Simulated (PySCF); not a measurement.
# Electric properties by functional and basis

Species: BBr₃.
SMILES: `BrB(Br)Br`

PySCF, dipoles from the SCF density, polarisabilities from static response with core orbitals frozen. Isolated species at its PBE0-D3(BJ)/def2-SVP geometry, gas phase. The LDA/def2-SVPD calculation is non-relativistic and has no spin–orbit coupling, an omission that weighs most on bromine.

Reference polarisability: 11.351 Å³ (measured, gas; NIST CCCBDB Release 22 (SRD 101), experimental polarizabilities). The anisotropy is √(½[(α1 − α2)² + (α2 − α3)² + (α3 − α1)²]).

```csv
level,α (Å³),error (%),anisotropy (Å³)
LDA/def2-SVPD,12.11,+6.7,5.33
PBE/def2-SVPD,12.14,+6.9,5.35
B3LYP/def2-SVPD,11.75,+3.5,4.99
PBE0/def2-SVPD,11.61,+2.2,4.89
BHandHLYP/def2-SVPD,11.23,-1.0,4.53
CAM-B3LYP/def2-SVPD,11.47,+1.0,4.71
wB97X-D/def2-SVPD,11.50,+1.3,4.68
LC-wPBE/def2-SVPD,11.17,-1.6,4.47
HF/def2-SVPD,10.74,-5.4,3.96
PBE0/6-31G*,8.93,-21.3,5.86
PBE0/def2-SVP,8.59,-24.3,4.91
PBE0/aug-cc-pVDZ,11.33,-0.2,4.97
PBE0/def2-TZVP,10.67,-6.0,4.91
PBE0/def2-TZVPD,11.67,+2.8,4.96
PBE0/aug-cc-pVTZ,11.65,+2.6,4.95
```

For the polarisability, the smallest error is 0.2% (PBE0/aug-cc-pVDZ) and the largest 24.3% (PBE0/def2-SVP). The dipole stays under 0.05 D at every level. In one basis (def2-SVPD) the functionals order the polarisability from HF (lowest) to PBE (highest), a spread of 13%. With PBE0 the polarisability is 9.40 Å³ without diffuse functions (mean of 6-31G*, def2-SVP and def2-TZVP) and 11.56 Å³ with them (mean of aug-cc-pVDZ, def2-SVPD, def2-TZVPD and aug-cc-pVTZ). Measured values can belong to vibrating molecules; the computed ones are for one fixed geometry.
